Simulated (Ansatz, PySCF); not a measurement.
This PySCF input computes a CCSD(T)/cc-pVDZ energy:

```python
from pyscf import gto, scf, mp, cc as ccmod

mol = gto.M(
    atom='''
    H    -0.00000000   -0.00000000   -1.76984242
    B    -0.00000000   -0.00000000   -0.60173872
    O     0.00000000    0.00000000    0.59731700
    ''',
    basis='cc-pvdz',
    charge=0,
    spin=0,
    verbose=4,
)

mf = scf.RHF(mol)
mf.conv_tol = 1e-10
mf.max_cycle = 100
mf.kernel()
mp2 = mp.MP2(mf, frozen=2).run()
cc = ccmod.CCSD(mf, frozen=2)
cc.max_cycle = 100
cc.kernel()
et = cc.ccsd_t()
print(f'E(CCSD(T)) = {cc.e_tot + et:.9f}')
```

Write an input for the same energy in Ansatz (a program for electronic structure) and say what it gives.


Ansatz 0.2 input:
```yaml
crystal:
  periodic: [false, false, false]
  atoms:
    - {symbol: H, position_ang: [-0.00000000, -0.00000000, -1.76984242]}
    - {symbol: B, position_ang: [-0.00000000, -0.00000000, -0.60173872]}
    - {symbol: O, position_ang: [0.00000000, 0.00000000, 0.59731700]}
basis:
  gaussian:
    orbitals: cc-pVDZ
magnetization: {spin_polarized: false}
correlation: {method: ccsd_t, electrons: outside_noble_gas}
```
It gives -100.45830 Eh, and PySCF -100.45831 Eh, a difference of 0.01 mEh.
